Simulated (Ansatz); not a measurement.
This geometry of BrH + ClFGeH2 (7 atoms, charge 0, multiplicity 1) is a first-order saddle point.

Method: RKS B3LYP/def2-SVP in Ansatz 0.2.0.

```xyz
7
Properties=species:S:1:pos:R:3
Ge -0.111 -0.015 -0.014
Cl -0.026 -0.649 2.396
H 1.297 0.562 0.161
F -0.678 1.045 -1.294
H -0.418 -1.430 -0.499
Br -2.547 0.651 1.070
H -1.595 -0.045 2.146
```

Question: Which two structures does it join? (They come from a converged band through this point; their orientation in space is the band's.)

Answer: Bonds broken: Ge1–Cl2, Br6–H7. Bonds formed: Ge1–Br6, Cl2–H7. BrH + ClFGeH2 becomes BrFGeH2 + ClH.

First end point:

```xyz
7
Properties=species:S:1:pos:R:3
Ge 0.380 0.061 -0.110
Cl 0.235 0.376 2.038
H 1.813 -0.378 -0.426
F 0.138 1.617 -0.850
H -0.775 -0.846 -0.542
Br -3.584 -0.569 1.715
H -2.284 -0.142 2.141
```

Last end point:

```xyz
7
Properties=species:S:1:pos:R:3
Ge -0.346 0.266 -0.354
Cl -0.182 -1.144 3.025
H 0.777 0.972 0.408
F -0.369 0.937 -1.962
H -0.292 -1.256 -0.507
Br -2.389 0.851 0.610
H -1.276 -0.508 2.746
```

Question: How far does it lie above each of them?

Answer: 29.5 kcal/mol above the first and 30.3 kcal/mol above the second. This is the barrier of this one path; another mechanism may lie lower. The orbitals stay closed-shell, which can raise the energy where a bond breaks towards radicals; this wasn't checked here.

The run took 2.5 min on 2 threads of Intel(R) Xeon(R) 6975P-C (Granite Rapids), on a shared host, peak memory 0.31 GiB.
